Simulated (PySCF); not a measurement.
**Telling isomers of C₄H₁₂O₂Si₃ apart by NMR**

Isolated molecule, non-relativistic Hamiltonian, fast rotation and ring inversion assumed for equivalent nuclei, single conformer. GFN2-xTB geometry; NMR shieldings at PBE0/pcSseg-1/GIAO; PySCF 2.14.0 with density-fitted response routines.

δ = σ(ref) − σ, references computed at the same level: TMS for ¹H and ¹³C. Where no couplings were computed, multiplicities follow the n + 1 count of equivalent neighbours, and m marks all less simple cases (inequivalent or close neighbours, rings, F or P nearby). Acid and N–H amide carbonyl carbons lie up to 10 ppm further downfield in solution (hydrogen bonding). Shifts are as computed. Against solution values, carbons near 30 ppm lie about +3 ppm off and those near 130 ppm about +5 ppm. Of 1211 compounds with measured shifts, 218 miss one by over three times the rms of a fit or turn the order of signals round; such compounds aren't used in these exercises. OH and NH positions are gas-phase values without hydrogen bonding to other molecules.

(1) Tabulate the signals of `C=C([SiH2]C([SiH3])[SiH3])C(=O)O`, `CC(=O)[SiH2]C([SiH3])([SiH3])C=O`, `C[C@@H]([SiH3])O[Si@H](O)C#C[SiH3]` and their relative energies.

(2) What is the quickest way to tell C=C([SiH2]C([SiH3])[SiH3])C(=O)O from C[C@@H]([SiH3])O[Si@H](O)C#C[SiH3]?

(3) What is the quickest way to tell CC(=O)[SiH2]C([SiH3])([SiH3])C=O from C[C@@H]([SiH3])O[Si@H](O)C#C[SiH3]?

(4) What is the quickest way to tell C=C([SiH2]C([SiH3])[SiH3])C(=O)O from CC(=O)[SiH2]C([SiH3])([SiH3])C=O?

Answers

(1) 
```tsv
SMILES	carbon types	δC	δH	E rel. (kcal/mol)
C=C([SiH2]C([SiH3])[SiH3])C(=O)O	2×C 1×CH 1×CH2	175.8, 152.8, 144.0, -20.1	7.38 (br s, 1H), 6.78 (br s, 1H), 6.24 (br s, 1H), 4.71 (d, 2H), 4.04 (d, 6H), -0.87 (m, 1H)	5.6
CC(=O)[SiH2]C([SiH3])([SiH3])C=O	2×C 1×CH 1×CH3	252.5, 210.3, 37.9, 31.9	9.54 (s, 1H), 4.33 (s, 2H), 4.26 (s, 6H), 2.76 (s, 3H)	28.0
C[C@@H]([SiH3])O[Si@H](O)C#C[SiH3]	2×C 1×CH 1×CH3	122.5, 106.4, 59.7, 23.8	4.60 (s, 1H), 4.23 (s, 3H), 4.07 (m, 1H), 3.92 (m, 3H), 2.05 (br s, 1H), 1.51 (d, 3H)	0.0
```

Energies are electronic energies at PBE0/pcSseg-1 on these geometries, without zero-point or thermal terms, each for the one conformer computed, which needn't be the lowest.

(2) Both give the same number of carbon signals, but DEPT or the intensities differ. The first has a β carbon of a C=C–C=O unit (CH2) at 152.8 ppm, the second an sp3 CH bonded to O and Si at 59.7 ppm. Their most deshielded carbons lie at 175.8 and 122.5 ppm. In the proton spectra the most deshielded non-exchanging signals are 7.38 (br s, 1H) and 4.60 (s, 1H).

(3) Both give the same number of carbon signals, with the same numbers of each carbon type, so the positions decide. The first has a carbonyl carbon (C) at 252.5 ppm, the second an alkyne carbon (C) at 122.5 ppm. In the proton spectra the most deshielded non-exchanging signals are 9.54 (s, 1H) and 4.60 (s, 1H).

(4) Both give the same number of carbon signals, but DEPT or the intensities differ. The first has a carboxylic acid carbon (C) at 175.8 ppm, the second a carbonyl carbon (C) at 252.5 ppm. In the proton spectra the most deshielded non-exchanging signals are 7.38 (br s, 1H) and 9.54 (s, 1H).
